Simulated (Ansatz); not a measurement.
A nudged elastic band was laid between two geometries of AlCl3FH (6 atoms, charge 0, multiplicity 1).

All numbers below come from RKS r2SCANh/6-31G* in Ansatz.

```yaml
movable_images: 7
climbing_image: yes
spring: 5.0 eV/Å²
optimiser: quadratic models (default)
start_path: through a guess of the saddle point
force_threshold: 0.05 eV/Å
iteration_limit: 60
end_points: relaxed
```

First end point:

```xyz
6
Properties=species:S:1:pos:R:3
Al 0.013 -0.079 0.119
Cl 0.009 0.442 2.184
Cl 1.812 0.150 -0.916
Cl -1.801 0.071 -0.903
F 0.056 -1.978 0.652
H 0.056 -1.901 1.605
```

Last end point:

```xyz
6
Properties=species:S:1:pos:R:3
Al 0.020 -0.521 -0.261
Cl 0.017 -0.012 2.215
Cl 1.803 0.358 -0.902
Cl -1.801 0.284 -0.892
F 0.057 -2.118 0.176
H 0.050 -1.288 2.405
```

Task: Which bonds break or form, and what moves?

Result: Bonds broken: F5–H6. Bonds formed: Cl2–H6.

Task: Give the energies along the band, and the barrier.

Result: The forces met the threshold. The highest image is number 4 of 0 to 8, 0.258 eV above the first end and 0.184 eV above the last; the last end lies 0.074 eV above the first. A vibrational analysis at the climbing image gives one clearly imaginary mode, 577i cm⁻¹: a first-order saddle point. The orbitals stay closed-shell, which can raise the energy where a bond breaks towards radicals; this wasn't checked here.

```
image  path coordinate (Å)  energy (eV)  F5–H6 (Å)  Cl2–H6 (Å)
    0                 0.00        0.000       0.96        2.41
    1                 0.20        0.017       0.97        2.16
    2                 0.39        0.077       1.00        1.92
    3                 0.59        0.183       1.09        1.69
    4                 0.79        0.258       1.27        1.50
    5                 1.01        0.191       1.54        1.36
    6                 1.24        0.122       1.81        1.31
    7                 1.47        0.087       2.09        1.30
    8                 1.69        0.074       2.38        1.29
```

Task: What is the geometry of the highest image?

Result: 
```xyz
6
Properties=species:S:1:pos:R:3
Al 0.018 -0.352 -0.047
Cl 0.019 0.059 2.233
Cl 1.822 0.203 -0.920
Cl -1.813 0.134 -0.906
F 0.053 -1.988 0.640
H 0.047 -1.353 1.741
```

Task: What are the harmonic wavenumbers there?

Result: 577i, 103, 134, 174, 181, 337, 489, 515, 625, 793, 848, 1504 cm⁻¹.

The run took 2 min on 2 threads of Intel(R) Xeon(R) 6975P-C (Granite Rapids) (shared host), peak memory 0.24 GiB.
